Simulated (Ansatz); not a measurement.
Cost and result for the atomization energy of `[CH2][CH2][GeH3]` radical (10 atoms, 9 bonds).

Cartesian coordinates in Å:
```
C -1.362 0.754 -0.115
C -0.641 -0.515 0.011
Ge 1.323 -0.206 0.072
H -1.525 1.204 -1.086
H -1.597 1.346 0.760
H -0.818 -1.184 -0.835
H -0.892 -1.051 0.931
H 1.660 0.690 1.276
H 1.767 0.502 -1.220
H 2.085 -1.541 0.205
```

Charge 0, multiplicity 2. Correlated methods include outer-core shells of Ge, which these sets cover unevenly. Scalar relativity is left out up to krypton. All single points use the PBE0-D4/def2-TZVP geometry. Program: Ansatz. All runs use 4 threads of a server CPU on a shared host. Times are those of one run each, without the atoms' runs, and a repeat can differ threefold. Electronic energies, without spin–orbit coupling; frozen cores. CCSD(T)/CBS adds CCSD(T) − MP2 in def2-TZVPP to the MP2 limit, and its time is that of the two runs behind it. T1 = 0.013; ⟨S²⟩ of the reference is 0.77. With those shells the extrapolation isn't a true limit. B3LYP takes the VWN-RPA correlation (the form of Gaussian; ORCA's B3LYP/G). HSE06 is the plane-wave form, built on full-range PBE exchange.

CCSD(T)/CBS is a level of theory with its own doubt, some kJ/mol a heavy atom from the limit and from the frozen cores, so smaller differences don't rank the functionals.

| level | functions | wall time | atomization (kcal/mol) | difference from CCSD(T)/CBS | per bond |
| --- | --- | --- | --- | --- | --- |
| LDA (SPW92)/def2-TZVPP | 208 | 1.6 s | 883.9 | 97.8 | 10.9 |
| B3LYP-D4/def2-TZVPP (with forces) | 208 | 4.6 s | 786.0 | -0.1 | 0.0 |
| HSE06-D4/def2-TZVPP | 208 | 4.7 s | 786.5 | 0.4 | 0.0 |
| BHLYP-D4/def2-TZVPP | 208 | 5.5 s | 773.1 | -13.0 | -1.4 |
| r2SCAN-D4/def2-TZVPP (with forces) | 208 | 6.5 s | 790.7 | 4.6 | 0.5 |
| CAM-B3LYP-D4/def2-TZVPP | 208 | 7 s | 789.3 | 3.2 | 0.3 |
| B2PLYP/def2-TZVPP | 208 | 7.5 s | 777.3 | -8.8 | -1.0 |
| B97M-V/def2-TZVPP | 208 | 9.5 s | 792.0 | 5.9 | 0.7 |
| ωB97X-V/def2-TZVPP | 208 | 11 s | 787.7 | 1.6 | 0.2 |
| CCSD(T)/def2-SVP | 95 | 11 s | 749.6 | -36.5 | -4.1 |
| MP2/def2-QZVPP | 413 | 23 s | 777.2 | -8.9 | -1.0 |
| CCSD(T)/def2-TZVPP | 208 | 2.9 min | 771.9 | -14.2 | -1.6 |
| CCSD(T)/CBS(def2) | – | 3.3 min | 786.1 | 0.0 | 0.0 |

In def2-TZVPP, CCSD(T) changes the Hartree–Fock value by +176.6 kcal/mol (the triples alone add +7.6 kcal/mol) and MP2 by +173.7 kcal/mol; breaking electron pairs costs correlation energy, which Hartree–Fock lacks. The D4 term adds +6.1 kcal/mol with B3LYP and +3.2 kcal/mol with PBE0; it sums over pairs of atoms, weighted by their polarisabilities, and B3LYP, whose exchange is more repulsive, gets the larger term. From r2SCAN to r2SCAN0 (25 % exact exchange), in def2-TZVPP and without D4, the atomization energy moves by −6.0 kcal/mol: exact exchange takes away binding that semilocal exchange gives to molecules.
